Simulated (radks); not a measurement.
Au LXIX, 11 electrons, occupied as [Ne] 3s1.

Calculated with a radial shooting solver on a logarithmic mesh with Libxc functionals: scalar-relativistic Kohn-Sham, PBE, spin-unpolarised, spherical densities, point nucleus.

Energy parts (eV):
total: -356491.45
kinetic: 413576.60
electron-nucleus: -791634.09
Hartree: 25715.24
exchange-correlation: -4149.20

Orbitals (lengths in bohr, moments of r in powers of bohr; <r^-3> diverges for s and p1/2; r(90%) holds 90 % of the orbital's charge):
| orbital | occ. | eigenvalue (eV) | <r> | <r^-3> | r(90%) |
|---|---|---|---|---|---|
| 1s | 2 | -86999.48 | 0.01685 | - | 0.0308 |
| 2s | 2 | -20123.55 | 0.07011 | - | 0.109 |
| 2p | 6 | -18236.97 | 0.06309 | 26350 | 0.103 |
| 3s | 1 | -8314.319 | 0.1680 | - | 0.244 |
| 3p | 0 | -7761.722 | 0.1655 | 7554 | 0.245 |
| 4s | 0 | -4492.803 | 0.3095 | - | 0.436 |

The highest occupied level is 3s at -8314.3 eV. The density falls to 0.001 e/bohr^3 at r = 0.46 bohr. Summed over all electrons, <r^2> = 0.07367 bohr^2, which gives a Langevin (diamagnetic) susceptibility term of -0.0583 x 10^-6 cm^3/mol.
